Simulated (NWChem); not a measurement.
Molecule: SiF2, singlet; SMILES F[Si]F

```xyz
3

Si     0.0000     0.0000     0.5907
F      1.2659     0.0000    -0.4594
F     -1.2659     0.0000    -0.4594
```
Atoms are numbered in this order, from 1.

Low-valent species are run as closed-shell singlets; no triplet was tried in these runs. Geometry: optimised at PBE-D3(BJ)/def2-SVP.

Symmetry labels are those of C2v in the frame above (b1 and b2, or b-type labels, depend on it). States above −ε(HOMO) = 8.6 eV lie in this functional's continuum and hang on the basis.

Question: List the 6 lowest vertical singlet excitations from PBE0/aug-cc-pVDZ, TDA (NWChem).

Answer: 
```csv
state,energy (eV),oscillator strength,symmetry,leading excitation (squared amplitude)
S1,5.67,0.233,b2,HOMO → LUMO (0.96)
S2,7.61,0.267,b1,HOMO → LUMO+1 (0.90)
S3,7.64,0.000,a2,HOMO−1 → LUMO (0.99)
S4,7.82,0.290,a1,HOMO → LUMO+2 (0.94)
S5,8.44,0.018,a1,HOMO → LUMO+3 (0.95)
S6,8.73,0.087,b1,HOMO−2 → LUMO (0.81)
```
